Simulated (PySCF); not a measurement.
Computed IR spectrum (relative IR intensity) of a molecule C₂H₉ClOSi₂. Geometry optimised at PBE-D3(BJ)/def2-SVP. Other conformers were not sampled. Method: PBE-D3(BJ)/def2-SVP in PySCF. Frequencies are harmonic and unscaled.

Lines under 2 % of the strongest are left out, and lines within 2 cm⁻¹ are merged.

```csv
ν (cm⁻¹),relative intensity
354,4.7
526,18
666,3.0
686,4.9
735,31
752,100
846,11
905,14
925,17
947,27
1082,4.6
1102,86
1368,14
2125,22
2129,24
2159,17
2172,28
2907,14
2949,9.1
2979,3.5
3076,7.9
```

Problem. Which structure fits?
A. C[C@H](O[SiH3])[SiH2]Cl
B. C[Si](C)(O)[SiH2]Cl
C. CCO[SiH2][SiH2]Cl
D. C[SiH2]C[Si@@H](O)Cl

Solution. C, CCO[SiH2][SiH2]Cl
